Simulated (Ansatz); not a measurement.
Geometry optimisation of Al₆As⁻.

```yaml
crystal:
  periodic: [false, false, false]
  atoms:
    - {symbol: As, position_ang: [-1.642137, 0.949490, -1.592877]}
    - {symbol: Al, position_ang: [-0.201564, -0.651082, 1.958044]}
    - {symbol: Al, position_ang: [-1.276719, -1.130874, -0.361729]}
    - {symbol: Al, position_ang: [0.844973, 0.313715, -1.422924]}
    - {symbol: Al, position_ang: [-0.671272, 1.502827, 0.577614]}
    - {symbol: Al, position_ang: [1.791243, 0.892312, 0.919005]}
    - {symbol: Al, position_ang: [1.155476, -1.876388, -0.077133]}
basis:
  gaussian: {orbitals: def2-SVPD}
total_charge: -1
hamiltonian: {xc: pbe0, dispersion: d4}
scf: {lower_state_search: "off"}
output: {orbitals: {seedname: orbitals}}
relax: {f_tol: 0.02, max_steps: 100}
```

```sh
$ ansatz run in.yaml --threads 4 --pin off --events-out ev --progress --plain --max-ram 4787MiB
```

Output, abridged:

```
Functional definition: PBE0
mean field -100380.50199491 eV, -3688.9154079648 hartree, gradient 4.9e-6 eV, S^2 0.000000; 0 other end points of the search recorded, 0 dependent functions left out
relax step   1: F+E_penalty+E_count = -100380.92124795 eV  Δ(F+E_penalty+E_count) = +0.000e0 eV  max|allowed force component| = 7.120e-1 eV/Å  Δτ_max = 0.0000 Å  (21 SCF iters, accepted)
mean field -100380.68613635 eV, -3688.9221750380 hartree, gradient 1.4e-6 eV, S^2 0.000000; 0 other end points of the search recorded, 0 dependent functions left out
relax step   2: F+E_penalty+E_count = -100381.09779553 eV  Δ(F+E_penalty+E_count) = -1.765e-1 eV  max|allowed force component| = 7.528e-1 eV/Å  Δτ_max = 0.1957 Å  (30 SCF iters, accepted)
mean field -100380.75826608 eV, -3688.9248257567 hartree, gradient 1.6e-6 eV, S^2 0.000000; 0 other end points of the search recorded, 0 dependent functions left out
relax step   3: F+E_penalty+E_count = -100381.17149272 eV  Δ(F+E_penalty+E_count) = -7.370e-2 eV  max|allowed force component| = 2.404e-1 eV/Å  Δτ_max = 0.0794 Å  (25 SCF iters, accepted)
mean field -100380.77877790 eV, -3688.9255795521 hartree, gradient 1.3e-6 eV, S^2 0.000000; 0 other end points of the search recorded, 0 dependent functions left out
relax step   4: F+E_penalty+E_count = -100381.19192571 eV  Δ(F+E_penalty+E_count) = -2.043e-2 eV  max|allowed force component| = 8.062e-2 eV/Å  Δτ_max = 0.0556 Å  (25 SCF iters, accepted)
mean field -100380.78729601 eV, -3688.9258925870 hartree, gradient 1.8e-6 eV, S^2 0.000000; 0 other end points of the search recorded, 0 dependent functions left out
relax step   5: F+E_penalty+E_count = -100381.20024128 eV  Δ(F+E_penalty+E_count) = -8.316e-3 eV  max|allowed force component| = 3.735e-2 eV/Å  Δτ_max = 0.0597 Å  (25 SCF iters, accepted)
mean field -100380.78902236 eV, -3688.9259560292 hartree, gradient 1.9e-6 eV, S^2 0.000000; 0 other end points of the search recorded, 0 dependent functions left out
relax step   6: F+E_penalty+E_count = -100381.20197656 eV  Δ(F+E_penalty+E_count) = -1.735e-3 eV  max|allowed force component| = 1.674e-2 eV/Å  Δτ_max = 0.0336 Å  (25 SCF iters, accepted)
Total energy: -100381.20201254 eV, -3688.9411331385 hartree
Atom 0 at    -1.913492     0.973942    -1.483333 Å, force    -0.000918    -0.002176     0.001994 eV/Å
Atom 1 at    -0.158105    -0.651447     1.928168 Å, force     0.015287    -0.001097    -0.016375 eV/Å
Atom 2 at    -1.212229    -1.115661    -0.528979 Å, force     0.005989     0.005621     0.002997 eV/Å
Atom 3 at     0.911394     0.284917    -1.384874 Å, force     0.001452    -0.000343    -0.001034 eV/Å
Atom 4 at    -0.596467     1.568591     0.431792 Å, force     0.004606    -0.008915    -0.002087 eV/Å
Atom 5 at     1.832275     0.987532     1.061621 Å, force    -0.009675     0.006394     0.008417 eV/Å
Atom 6 at     1.136624    -2.047874    -0.024395 Å, force    -0.016740     0.000517     0.006088 eV/Å
Dipole moment:    -0.590650     0.263272    -0.342679 e Å
Checks for a lower state left out: stability, starts, cluster_reference, orbital_swaps, neighbouring_geometries, increment
```

It took 32 s on 4 threads of Arm Neoverse V2 on a shared host.

A triplet lies near this restricted singlet, and broken spin symmetry wasn't tried. The structure comes from a short search, and lower isomers may exist.
